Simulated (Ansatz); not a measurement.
The O3–H4 bond of FHOPb (SMILES [OH][Pb][F]) is stretched (multiplicity 1, the rest rigid).
Geometry at rest (charge 0, multiplicity 1):
```xyz
4

Pb     0.120     0.025     0.234
F     -0.299     1.353    -1.302
O     -0.753    -1.607    -0.731
H     -1.115    -1.371    -1.595
```

Cores are frozen in the correlated methods. Filled d and f shells under p-block atoms count as core.

Codes used: Ansatz (Gaussian basis) for Hartree–Fock, density functionals and correlated methods. Each number belongs to the level named beside it. In def2 rows elements past Kr take small-core potentials, without spin–orbit coupling.

Energies above the point at 0.966 Å (the B3LYP-D3(BJ) bond length), FIC-MRCISD+Q on CASSCF(4,3)/def2-TZVPP (kcal/mol): 6.15 at 0.869 Å; 5.01 at 1.063 Å; 121.56 at 3.091 Å.

Take the last value as the depth D of a Morse curve D(1 − e^(−a(R − R₀)))², fit a and R₀ to the two near points, and test it at 1.304 and 1.691 Å.


With D = 121.6, both near points (counted from the curve's value at 0.966 Å) are met by a = 2.23 Å⁻¹ and R₀ = 0.961 Å, so k = 2Da² = 1207 kcal/(mol Å²). The curve then gives 34.8 and 78.4 kcal/mol; the level itself gives 35.1 and 82.3, so Morse is off by -0.3 and -3.8.

Doubts at one or more of the structures used: active orbitals that take no part (FIC-MRCISD+Q on CASSCF(4,3)/def2-TZVPP).

Ansatz is a quantum-chemistry and plane-wave program.
